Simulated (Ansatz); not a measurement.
Molecule: BF, charge 1, multiplicity 2. SMILES of the parent species: [B]F
Geometry from a B3LYP-D3(BJ)/def2-TZVP (Ansatz, a program for electronic structure) optimisation:
```
B
F 1 1.2149
```
Charge +1, spin multiplicity 2.

Parts of the frozen-core correlation energy in cc-pVDZ (Ansatz, hartree). Frozen orbitals: 2; correlated occupied orbitals by spin: 5 and 4; virtual: 21 and 22. Open shells are spin-unrestricted. No spin-orbit coupling. Non-relativistic.

```json
[
 {"term": "reference (HF)", "value": "-123.74394"},
 {"term": "MP2 opposite-spin", "value": "-0.16266"},
 {"term": "MP2 same-spin", "value": "?"},
 {"term": "CCSD correlation", "value": "?"},
 {"term": "(T)", "value": "?"},
 {"term": "CCSDT minus CCSD(T)", "value": "-0.00050"},
 {"term": "CCSDT(Q) minus CCSD(T)", "value": "-0.00096"},
 {"term": "T1 diagnostic", "value": "0.021"},
 {"term": "largest doubles amplitude", "value": "0.038"},
 {"term": "<S^2> of the reference", "value": "0.754"}
]
```

What belongs in the gaps?


- MP2 same-spin, value: -0.06312
- CCSD correlation, value: -0.22889
- (T), value: -0.00571
